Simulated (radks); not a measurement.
Values are calculated unless marked as measured or tabulated.
The sulfur ion S2+, 14 electrons, occupied as [Ne] 3s2 3p2 (the NIST ground configuration).

Level of theory: Dirac Kohn-Sham, PBE, spin-unpolarised, spherical densities, point nucleus; open shells fill j = l - 1/2 first (a radial shooting solver on a logarithmic mesh with Libxc functionals).

Energy parts (hartree):
| part | energy |
|---|---|
| total | -397.80112 |
| kinetic | 399.62700 |
| electron-nucleus | -936.34349 |
| Hartree | 163.69079 |
| exchange-correlation | -24.77543 |

Orbitals (lengths in bohr, moments of r in powers of bohr):
| orbital | occ. | eigenvalue (hartree) | <r^4> | <1/r> | small-component weight |
|---|---|---|---|---|---|
| 1s1/2 | 2 | -89.37812 | 0.0004123 | 15.66 | 3.23e-03 |
| 2s1/2 | 2 | -8.72274 | 0.1346 | 3.071 | 4.93e-04 |
| 2p1/2 | 2 | -6.72781 | 0.1267 | 2.977 | 4.72e-04 |
| 2p3/2 | 4 | -6.68126 | 0.1290 | 2.956 | 4.69e-04 |
| 3s1/2 | 2 | -1.44675 | 13.01 | 0.8725 | 8.47e-05 |
| 3p1/2 | 2 | -1.03015 | 21.99 | 0.7657 | 6.88e-05 |
| 3p3/2 | 0 | -1.02591 | 22.26 | 0.7626 | 6.85e-05 |

The highest occupied level is 3p1/2 at -28.032 eV. Summed over all electrons, <r^2> = 14.99 bohr^2, which gives a Langevin (diamagnetic) susceptibility term of -11.9 x 10^-6 cm^3/mol. For comparison, the ionisation energy in NIST's Atomic Spectra Database is 34.86 eV (semi-empirical). In exact Kohn-Sham theory the highest level is minus the ionisation energy, but local and semilocal functionals leave it too shallow, through self-interaction and a potential that decays too fast; potentials with the right tail come closer. The density falls to 0.001 e/bohr^3 at r = 3.39 bohr.

Run on one thread of a shared host, so times are rough (Intel(R) Xeon(R) Platinum 8488C): 0.08 s of CPU time, 0.08 s wall, 13 iterations on 2476 mesh points.

Beside tabulated values, note that spin-unpolarised runs miss the spin-polarisation part of the exchange energy of open shells.
